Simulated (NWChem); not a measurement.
Species: 1,1-difluoroethane (C2H4F2); SMILES C(C)(F)F

```xyz
8

C     -0.1131     1.3665     0.0000
C      0.3508    -0.0603     0.0000
F     -0.1228    -0.7055    -1.0922
F     -0.1228    -0.7055     1.0922
H     -1.2122     1.3880     0.0000
H      0.2563     1.8863    -0.8945
H      0.2563     1.8863     0.8945
H      1.4515    -0.1625     0.0000
```
Atoms are numbered in this order, from 1.

Results from NWChem. Pople sets run with spherical d functions. Structure relaxed at the PBE0/def2-SVP level. GIAO values for the isolated, static molecule; σ is the absolute isotropic shielding, δ = σ(reference) − σ with the isolated reference molecule computed at the same levels (13C: tetramethylsilane, 19F: trichlorofluoromethane, 1H: tetramethylsilane).

| level | δ C1 (ppm) | δ C2 (ppm) | δ F3 (ppm) | δ H5 (rotor mean) (ppm) | δ H8 (ppm) |
|---|---|---|---|---|---|
| B3LYP/6-311G** | 22.7 | 117.3 | -135.3 | 1.32 | 5.93 |
| PBE/pcSseg-1 | 22.8 | ? | ? | 1.36 | ? |
| PBE0/pcSseg-1 | 22.5 | 117.4 | -125.9 | 1.42 | 5.84 |

Question: Some entries are withheld; supply them.

Answer: 
- PBE/pcSseg-1, δ C2 (ppm): 122.2
- PBE/pcSseg-1, δ F3 (ppm): -139.0
- PBE/pcSseg-1, δ H8 (ppm): 6.12
